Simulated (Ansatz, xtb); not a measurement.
## C4H5FN2: 3 structures ranked

3 gas-phase structures of C4H5FN2, from a drawn sample of its isomers (lower ones may exist). Each was relaxed with GFN2-xTB:

A. `Nc1c[nH]c(F)c1`, a singlet
B. `Nc1cc[nH]c1F`, a singlet
C. `Nc1c[nH]cc1F`, a singlet

Question: Estimate their order in r2SCAN-D4/def2-SVP//GFN2-xTB energy at these geometries, lowest first.

Answer: Calculated order at r2SCAN-D4/def2-SVP//GFN2-xTB: A (0.0), C (1.9), B (2.1) kcal/mol. Less than 1 kcal/mol parts C and B, so the order within that pair means little.

Energies above the lowest of each column, in kcal/mol; the last columns are at r2SCAN-D4/def2-SVP geometries:

| structure | GFN2-xTB | HF/STO-3G | r2SCAN-D4/def2-SVP//GFN2-xTB | r2SCAN-D4/def2-SVP | CCSD(T)/def2-SVP + ΔMP2/def2-TZVPP |
| --- | --- | --- | --- | --- | --- |
| A | 0.0 | 0.0 | 0.0 | 0.0 | 0.0 |
| C | 1.8 | 3.0 | 1.9 | 1.9 | 1.3 |
| B | 1.4 | 1.9 | 2.1 | 2.1 | 1.3 |

Every level run on A puts it lowest or level with the lowest. Flexible structures stand in one conformer each, not always the lowest. ΔMP2 is the change of the MP2 energy from the smaller to the larger basis.

Programs: Ansatz 0.2.0, xtb 6.7.1.
